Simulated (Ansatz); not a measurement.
`C[SiH2]C(Cl)Cl`, relaxed with RKS PBE-D4/def2-SVP in Ansatz from a rough embedded geometry. The force threshold is 0.03 eV/Å; the program also tests the step.

The species carries charge 0 and has multiplicity 1.

Start:

```xyz
11

C    -1.299   -0.351    0.697
Si   -0.222    0.607   -0.356
C     1.502   -0.054   -0.429
Cl    2.243   -0.016    1.086
Cl    1.516   -1.694   -1.123
H    -1.430   -1.436    0.369
H    -2.347    0.037    0.724
H    -0.974   -0.426    1.716
H    -0.263    2.042    0.129
H    -0.841    0.692   -1.718
H     2.114    0.598   -1.094
```

Problem. How much energy does the relaxation release, and in how many steps? (Estimate.)

Solution. Computed: 0.44 eV, in 4 steps.

Problem. Which bonds change most? (Estimate.)

Solution. Computed: C3–Cl4 from 1.687 to 1.805 Å; C1–Si2 from 1.785 to 1.878 Å; Si2–C3 from 1.848 to 1.924 Å; C1–H8 from 1.072 to 1.108 Å.

Problem. Give the relaxed structure. (Best estimate.)

Solution. Computed: 
```xyz
11

C    -1.338   -0.406    0.727
Si   -0.300    0.684   -0.399
C     1.486   -0.027   -0.461
Cl    2.188   -0.005    1.203
Cl    1.433   -1.697   -1.143
H    -1.357   -1.442    0.336
H    -2.379   -0.033    0.796
H    -0.899   -0.424    1.744
H    -0.198    2.097    0.109
H    -0.818    0.704   -1.811
H     2.182    0.549   -1.100
```
